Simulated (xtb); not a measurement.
C2H6OSi, SMILES C[SiH2]C=O. All values are semi-empirical tight-binding results from xtb (GFN2-xTB unless named), good for trends rather than for accurate numbers. Geometry: GFN2-xTB. One conformer was computed; it need not be the lowest.

```json
{
  "point_group_as_xtb_finds_it": "Cs",
  "orbital_gap": "2.53 eV",
  "dipole_moment": "2.51 D",
  "zero_point_energy": "43.7 kcal/mol",
  "G − E(el) at 298.15 K (modified RRHO)": "24.8 kcal/mol",
  "static polarisability (D4 model)": "57.5 bohr³",
  "solvation energy, GFN2-xTB/ALPB(water)": "-1.6 kcal/mol",
  "solvation energy, GFN2-xTB/ALPB(hexane)": "-3.2 kcal/mol"
}
```
